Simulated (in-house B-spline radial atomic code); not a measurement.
Removing one electron from B³⁺

Closed shell 1s2. Computed with a B-spline radial code for spherical atoms: Koopmans values of Dirac-Hartree-Fock plus a diagonal self-energy, in second order or with its direct term screened (direct RPA, with the hole-particle interaction, or full time-dependent Hartree-Fock), linearised in energy; no-pair Dirac-Coulomb Hamiltonian, finite nucleus. Shifts add to the Koopmans value (the ΔSCF shift is orbital relaxation alone); the final value takes TDHF screening with Breit and QED.

Command:
```bash
python run_mb.py task.json out
```
Settings (nuclear radius in fm, box in bohr, cutoff in hartree):
```
basis_form          2
Z                   5
core_configuration  1s2
rms_radius          2.406
mass_number         11
speed_of_light      137.036
box_radius          13.958
lmax                7
intervals           65
virtual_cutoff      600.0
```

Time taken, with all properties: 0.8 s on 1 thread of Arm Neoverse V1, with other jobs on the host.

Energies in eV:

```
subshell  Koopmans  ΔSCF shift  second order  direct RPA  hole-particle  TDHF  Breit + QED  final
   1s1/2    259.73      -1.518             ?           ?              ?     ?            ?      ?
```

(1) What does the self-energy do to 1s1/2?

Results:

(1) It shifts the removal energy by -0.292 eV in second order, -0.063 with direct RPA, -0.365 with the hole-particle term and -0.423 with TDHF screening (quasi-particle weight 0.993); Breit and QED add -0.047 eV. The final value is 259.26 eV, against 259.374 eV (NIST, tabulated theory). Recoil and two-electron QED terms are left out.
